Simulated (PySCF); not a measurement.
Job file and geometry (Å, from PBE0-D3(BJ)/def2-SVP) of an NMR shielding run on `InChI=1S/C5H14OSi2/c1-4(2)6-5-7-3-8-5/h4-5H,3,7-8H2,1-2H3`, PySCF 2.14.0, density-fitted response routines, GIAO PBE0/pcSseg-1 NMR shielding, non-relativistic, gas phase; density fitting, a coarse starting grid and PySCF grid level 2 are the driver's defaults:

```
$ OMP_NUM_THREADS=1 python probes_run.py task.json out

{"job": {"kind": "nmr", "xc": "PBE0", "basis": "pcSseg-1"}, "charge": 0, "multiplicity": 1}
C     -2.121799     0.408958    -1.235652
C     -1.527600     0.527127     0.159346
C     -2.586264     0.560234     1.241330
O     -0.671705    -0.554528     0.463485
C      0.543991    -0.566642    -0.212699
Si     1.850015     0.850641    -0.112417
C      3.211947    -0.474056    -0.215248
Si     1.926497    -1.736677     0.395224
H     -2.815009     1.239746    -1.434823
H     -2.675434    -0.538415    -1.329785
H     -1.344273     0.433508    -2.013923
H     -0.931866     1.466471     0.209964
H     -3.180079    -0.366558     1.217033
H     -2.114718     0.638406     2.231120
H     -3.265323     1.413980     1.102196
H      0.431306    -0.780320    -1.302417
H      1.838353     1.895792    -1.185189
H      1.841319     1.520320     1.224839
H      4.116827    -0.327375     0.390031
H      3.513958    -0.666330    -1.257835
H      1.972401    -3.113322    -0.189074
H      1.930600    -1.830937     1.885853
```

Question: Write the output of this run.

Answer: 
```
coarse grid: 18448 points
cycle   1  E = -852.3703741200  dE =  6.716e-01  |g| = 6.591e-01  |ddm| = 4.059e+00
cycle   2  E = -852.2885369837  dE =  8.184e-02  |g| = 9.144e-01  |ddm| = 1.518e+00
cycle   3  E = -852.4640728478  dE = -1.755e-01  |g| = 1.123e-01  |ddm| = 1.037e+00
cycle   4  E = -852.4661367147  dE = -2.064e-03  |g| = 4.129e-02  |ddm| = 1.114e-01
cycle   5  E = -852.4665154772  dE = -3.788e-04  |g| = 8.864e-03  |ddm| = 4.246e-02
cycle   6  E = -852.4665336498  dE = -1.817e-05  |g| = 3.093e-03  |ddm| = 1.163e-02
cycle   7  E = -852.4665360112  dE = -2.361e-06  |g| = 3.292e-04  |ddm| = 2.634e-03
final grid: 166312 points
cycle   8  E = -852.5248385728  dE = -3.572e-05  |g| = 1.217e-02  |ddm| = 2.977e-02
cycle   9  E = -852.5248087733  dE =  2.980e-05  |g| = 1.750e-02  |ddm| = 2.049e-02
cycle  10  E = -852.5248686271  dE = -5.985e-05  |g| = 1.419e-03  |ddm| = 1.247e-02
cycle  11  E = -852.5248690602  dE = -4.331e-07  |g| = 2.400e-04  |ddm| = 1.599e-03
cycle  12  E = -852.5248690726  dE = -1.235e-08  |g| = 6.930e-05  |ddm| = 3.370e-04
cycle  13  E = -852.5248690736  dE = -1.029e-09  |g| = 2.860e-05  |ddm| = 1.013e-04
cycle  14  E = -852.5248690738  dE = -1.962e-10  |g| = 4.674e-06  |ddm| = 3.081e-05
converged SCF energy = -852.5248690738

GIAO shielding tensors (ppm)
atom      isotropic    diamagn.    paramagn.     s11        s22        s33       span
  0 C      165.531     249.517     -83.986    145.346    164.609    186.638     41.292
  1 C      108.390     244.162    -135.772     82.248     88.092    154.831     72.583
  2 C      159.315     247.186     -87.871    140.031    152.689    185.224     45.193
  3 O      273.673     399.616    -125.943    221.819    285.732    313.467     91.648
  4 C      125.016     252.004    -126.988     69.339    108.795    196.914    127.575
  5 Si     387.937     882.202    -494.265    352.394    385.600    425.817     73.423
  6 C      202.151     262.170     -60.018    194.887    202.614    208.954     14.067
  7 Si     381.568     880.818    -499.250    347.270    372.551    424.885     77.615
  8 H       30.595      29.752       0.843     26.671     28.097     37.016     10.345
  9 H       30.689      30.591       0.098     27.880     27.908     36.279      8.399
 10 H       29.512      32.158      -2.646     24.359     30.032     34.146      9.787
 11 H       28.464      33.898      -5.434     25.931     29.142     30.320      4.389
 12 H       30.172      29.666       0.506     27.093     28.216     35.207      8.114
 13 H       29.883      30.271      -0.389     25.488     28.394     35.766     10.279
 14 H       30.461      28.678       1.783     26.325     28.041     37.016     10.691
 15 H       27.335      33.499      -6.164     23.041     26.782     32.184      9.143
 16 H       26.277      30.392      -4.115     22.011     24.998     31.821      9.810
 17 H       26.533      31.065      -4.532     23.366     25.589     30.643      7.277
 18 H       31.097      29.206       1.891     25.973     27.023     40.295     14.321
 19 H       31.384      30.939       0.445     26.689     28.093     39.370     12.681
 20 H       26.241      28.853      -2.612     22.349     24.041     32.333      9.984
 21 H       26.510      29.709      -3.198     23.869     24.893     30.769      6.899
```

Size and cost of the density-fitted run: 220 basis functions, 100 s wall time on 1 thread of an Arm Neoverse N1, shared host; peak memory 1 GiB.
